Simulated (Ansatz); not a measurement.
(1) Predict a relaxed structure of GaMe2(OMe) (C₃H₉GaO), charge 0, singlet, at r2SCAN-D4/def2-SVP (Ansatz).

## Answers

(1) 
```xyz
14

C     1.7410    0.7029   -0.1504
C    -1.4236    0.8784   -1.8119
C    -0.2769   -1.4523    1.8049
Ga   -0.1536    0.2855   -0.4530
O    -0.9128   -0.8567    0.7103
H     2.1258    1.4158   -0.8950
H     2.3513   -0.2136   -0.2020
H     1.8877    1.1361    0.8524
H    -1.6146    1.9606   -1.7202
H    -2.3775    0.3436   -1.6921
H    -1.0382    0.7000   -2.8288
H     0.7923   -1.1719    1.9071
H    -0.3202   -2.5560    1.7286
H    -0.7808   -1.1724    2.7502
```
 This is one stationary point.
